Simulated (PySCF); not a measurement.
Field gradients at the hydrogen positions

Species: C4H12O2Si3.
Structure used (GFN2-xTB), in Å, numbered top down from 1:
```xyz
21
C4H12O2Si3 angstrom
C      1.3291   -2.1542   -1.4758
C      1.4596   -1.0332   -0.7813
O      2.3351   -0.0876   -1.3281
C      2.5314    1.0162   -0.6641
O      2.0408    1.3142    0.3925
Si     0.5313   -0.6532    0.8403
C     -0.7916    0.7042    0.6596
Si    -2.1262    0.5261    1.9999
Si    -1.5099    0.8066   -1.0970
H      0.6780   -2.9317   -1.1256
H      1.8626   -2.3247   -2.3969
H      3.2323    1.6688   -1.2094
H      1.4329   -0.5477    1.9866
H     -0.1902   -1.9347    1.0095
H     -0.2993    1.6614    0.8462
H     -3.0312    1.6798    1.9487
H     -1.5055    0.4748    3.3258
H     -2.9077   -0.6952    1.7959
H     -2.5134    1.8724   -1.1792
H     -0.4472    1.1228   -2.0641
H     -2.1197   -0.4681   -1.4839
```

Level: PBE0/pcSseg-1 (PySCF, non-relativistic); Q(2H) = 0.00286 b; rigid geometry, the same for H and D, with no vibrational averaging.

Problem. Rank these positions by the coupling χzz of a deuteron there, largest first.
A. H15 (methine hydrogen)
B. H18 (Si–H hydrogen)
C. H11 (vinylic hydrogen)
D. H10 (vinylic hydrogen)
E. H14 (Si–H hydrogen)
F. H12 (formyl hydrogen)

Solution. D (229 kHz), C (224 kHz), A (211 kHz), F (185 kHz), B (109 kHz), E (100 kHz).

Problem. Give the electric field gradient Vzz (the principal value of largest size), its asymmetry and the 2H coupling at each hydrogen.

Solution. 
```tsv
atom	bonded to	bond length (Å)	Vzz (au)	η	χzz (kHz)
H10	C1	1.073	0.3410	0.05	229
H11	C1	1.078	0.3332	0.04	224
H12	C4	1.102	0.2753	0.04	185
H13	Si6	1.462	0.1640	0.05	110
H14	Si6	1.480	0.1494	0.05	100
H15	C7	1.092	0.3146	0.02	211
H16	Si8	1.467	0.1604	0.01	108
H17	Si8	1.465	0.1617	0.02	109
H18	Si8	1.464	0.1628	0.02	109
H19	Si9	1.466	0.1609	0.02	108
H20	Si9	1.471	0.1583	0.03	106
H21	Si9	1.465	0.1626	0.02	109
```

Problem. Average by the element that carries the hydrogen.

Solution. on C: 212 kHz over 4 positions, mean bond length 1.086 Å; on Si: 108 kHz over 8 positions, mean bond length 1.468 Å.

Problem. How does χzz go with the bond length over the 8 Si–H bonds?

Solution. A straight-line fit has a slope of -5.3 kHz for each 0.01 Å, with a correlation coefficient of -0.99, over lengths from 1.462 to 1.480 Å. The longer bonds have the smaller couplings here.

Problem. A static deuteron (I = 1) shows a doublet split by (3/2)χ, (3/4)χ(1 + η) and (3/4)χ(1 − η) with the field along z, y and x of the gradient. What are these for H19?

Solution. With |χ| = 108.1 kHz and η = 0.015: 162, 82 and 80 kHz, to first order and without motion.

The structure is a single GFN2-xTB conformer in the gas phase; no vibrational or solvent corrections. GFN2-xTB bond lengths can be off by several hundredths of an ångström, more for odd bonds, and the gradients follow them. With so small a basis the couplings can be 20 % off.
